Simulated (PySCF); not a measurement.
Compound: VHF3 (doublet state).
SMILES: `[H][V]([F])([F])[F]`

Computed, not measured: PySCF, PBE0-D3(BJ)/def2-SVP geometry optimisation, gas phase.

Take the most abundant isotopes and a rigid rotor. 

Give the principal moments of inertia and the rotational constants in GHz.

Ia = 76.73, Ib = 93.99, Ic = 158.42 u·Å²; 505379 MHz·u·Å²/I gives 6587, 5377 and 3190 MHz, that is A = 6.5867, B = 5.3767, C = 3.1901 GHz.

Classify the top.

An asymmetric top; Ray's κ = 0.288.

Is it planar, by Δ = Ic − Ia − Ib?

Not planar: Δ = Ic − Ia − Ib = -12.30 u·Å². For a rigid frame Δ = −2 Σ m c², so Σ m c² = 6.15 u·Å² lies off the ab plane: 3.07 from hydrogen and 3.08 from heavier atoms. The atom farthest from that plane is 1.75 Å away.

Give the other two planar moments, Paa and Pbb, and the rms extents of the mass along the axes.

Paa = Σ m a² = (Ib + Ic − Ia)/2 = 87.84 and Pbb = Σ m b² = (Ia + Ic − Ib)/2 = 70.58 u·Å². With the mass M = 108.95 u, the rms extents √(P/M) along a, b and c are 0.90, 0.80, 0.24 Å.

Which types of transition are allowed, and where do some lines up to J = 3 fall?

The dipole components are |μa| = 0.61 D, |μb| = 0.26 D, |μc| = 0.09 D. Intensities carry the squares of the components, which stand as 1.00 : 0.18 : 0.02 (a : b : c). Some lines, for components of 0.1 D or more:

| type | branch | J(Ka,Kc) | MHz | lower level (cm⁻¹) |
| --- | --- | --- | --- | --- |
| a | Q | 3(3,0) ← 3(3,1) | 658 | 2.429 |
| a | R | 1(0,1) ← 0(0,0) | 8567 | 0.000 |
| b | R | 1(1,1) ← 0(0,0) | 9777 | 0.000 |
| b | Q | 2(2,1) ← 2(1,2) | 10190 | 0.825 |
| b | Q | 3(3,1) ← 3(2,2) | 12214 | 2.022 |
| b | R | 2(0,2) ← 1(1,1) | 14567 | 0.326 |
| a | R | 2(0,2) ← 1(0,1) | 15777 | 0.286 |
| b | R | 2(1,2) ← 1(0,1) | 16157 | 0.286 |
| a | R | 2(1,1) ← 1(1,0) | 19320 | 0.399 |
| b | R | 3(0,3) ← 2(1,2) | 21643 | 0.825 |
| a | R | 3(1,3) ← 2(1,2) | 21723 | 0.825 |
| b | R | 3(1,3) ← 2(0,2) | 22103 | 0.812 |
| b | R | 3(1,2) ← 2(2,1) | 23994 | 1.165 |
| a | R | 3(2,2) ← 2(2,1) | 25700 | 1.165 |
| a | R | 3(1,2) ← 2(1,1) | 27624 | 1.044 |
| b | R | 3(3,0) ← 2(2,1) | 38573 | 1.165 |
| b | R | 3(2,1) ← 2(1,2) | 40924 | 0.825 |

For this open shell read J as N, the rotation without spin; fine and hyperfine splittings come on top. No frequency check. ⟨S²⟩ = 0.757 (exact for a doublet: 0.75). These are rigid-rotor constants of the computed structure; measured ground-state constants (B0) also hold zero-point vibration.

Neither the SCF state along the optimisation nor the shape of the open-shell metal species was proved the lowest: other solutions of the same spin, or a structure of lower symmetry, can lie below.
